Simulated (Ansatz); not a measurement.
Input for Ansatz (an electronic-structure program): R-CCSD(T)/aug-cc-pVTZ on HBr (SMILES Br) with ghost functions, monomers drawn apart or pushed together. The run froze 14 orbitals, filled d shells among them.

Ansatz 0.2 input:
```yaml
crystal:
  periodic: [false, false, false]
  atoms:
    - {symbol: Br, position_ang: [-0.01430422, 0.99619271, 4.04061082]}
    - {symbol: H, position_ang: [-0.18618423, 0.88472669, 2.62540797]}
basis:
  gaussian:
    orbitals: aug-cc-pVTZ
    ghost_atoms:
      - {symbol: F, position_ang: [-0.36218514, 0.13536947, 0.36942273]}
      - {symbol: H, position_ang: [-0.22032105, -0.77429421, 0.26519966]}
magnetization: {spin_polarized: false}
correlation: {method: ccsd_t, electrons: outside_noble_gas}
scf: {lower_state_search: off}
```

Problem. What total energy does the run end on?

Solution. -2573.2526 hartree (reference determinant -2573.0486, T1 diagnostic 0.007).

Problem. How many basis functions does it have, and what does it roughly cost on one machine?

Solution. 151 functions; about 9 core-seconds (a rough figure).
